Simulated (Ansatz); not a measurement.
`[NH2][GeH2][Si](N)(F)F` + H–F → `N[Si](F)(F)F` + `[NH2][GeH3]`  (cleavage of the Si–Ge bond)

Gas-phase electronic energies from Ansatz, PBE0-D4/def2-TZVP geometries. CBS: MP2 limit from def2 TZ/QZ plus the TZ coupled-cluster correction, frozen cores. This one scheme is used for every species. DFT in def2-TZVPP. B3LYP here is the variant with VWN-RPA as its local correlation; programs differ in this. For Ge outer-core shells are correlated without core-valence functions, which leaves a few kJ/mol of doubt a bond. Scalar relativity is left out up to krypton. Each species was taken in one conformer, which may not be the lowest.

```
             level  ΔE (kJ/mol)  difference from CCSD(T)/CBS
            PBE-D4       -129.9                         22.6
         r2SCAN-D4       -157.0                         -4.5
           PBE0-D4       -140.0                         12.5
          B3LYP-D4       -149.2                          3.3
           ωB97X-V       -154.0                         -1.5
           ωB97M-V       -156.6                         -4.1
            B2PLYP       -161.6                         -9.1
               PBE       -137.0                         15.5
            r2SCAN       -159.2                         -6.7
              PBE0       -146.6                          5.9
             B3LYP       -160.5                         -8.0
     HF/def2-TZVPP       -191.3                        -38.8
    MP2/def2-TZVPP       -157.4                         -4.9
SCS-MP2/def2-TZVPP       -163.4                        -10.9
   CCSD/def2-TZVPP       -161.4                         -8.9
CCSD(T)/def2-TZVPP       -156.5                         -4.0
     HF/def2-QZVPP       -194.3                        -41.8
    MP2/def2-QZVPP       -156.1                         -3.6
SCS-MP2/def2-QZVPP       -162.6                        -10.1
      HF/CBS(def2)       -194.7                        -42.2
     MP2/CBS(def2)       -153.4                         -0.9
    CCSD/CBS(def2)       -157.4                         -4.9
       CCSD(T)/CBS       -152.5                            0
```

Largest T1 diagnostic among the species: 0.012.

In def2-TZVPP, CCSD(T) changes the Hartree–Fock value by +34.7 kJ/mol (the triples alone add +4.9 kJ/mol) and MP2 by +33.9 kJ/mol. From PBE to PBE0 (25 % exact exchange), in def2-TZVPP and without D4, ΔE moves by −9.6 kJ/mol.
